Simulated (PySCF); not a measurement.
GeSe, singlet, at a GFN2-xTB geometry. Base run: B3LYP/aug-cc-pVDZ, polarisability in PySCF.

PySCF was given this input:
```python
from pyscf import gto, scf, dft
from pyscf.prop import polarizability

mol = gto.M(
    atom='''
Ge   -0.00000000   -0.00000000   -1.10899717
Se    0.00000000    0.00000000    1.04376205
''',
    basis='aug-cc-pvdz',
    verbose=4,
)

mf = dft.RKS(mol)
mf.xc = 'b3lyp'
mf.kernel()
alpha = mf.Polarizability().polarizability()[2, 2]
print('alpha_zz =', alpha)
```

Each row names what was changed in the base input (with any setting that the change needs).

| change | alpha_zz (bohr³) | basis functions | core-seconds (rough) |
|---|---|---|---|
| base | 87.38 | 72 | 6 |
| basis = def2-SVP | 76.47 | 64 | 5 |
| basis = cc-pVDZ | 77.20 | 54 | 4 |
| finite field (a.u.) = 0.001; conv_tol = 1e-6 | 87.92 | 72 | 5 |
| finite field (a.u.) = 0.05; conv_tol = 1e-11 | 104.23 | 72 | 9 |
| functional = hf | 83.98 | 72 | 2 |
| functional = pbe0 | 86.36 | 72 | 7 |
| finite field (a.u.) = 2e-4; conv_tol = 1e-6 | 102.57 | 72 | 5 |
| basis = def2-TZVP | 83.06 | 96 | 9 |
| functional = pbe | 88.43 | 72 | 6 |
| functional = camb3lyp | 85.61 | 72 | 20 |
| basis = cc-pVTZ | 84.82 | 86 | 10 |

Finite-field rows take the second difference of the energy in a field along z; a small field with loose convergence shows SCF noise divided by the square of the field, and a large one adds hyperpolarisability.
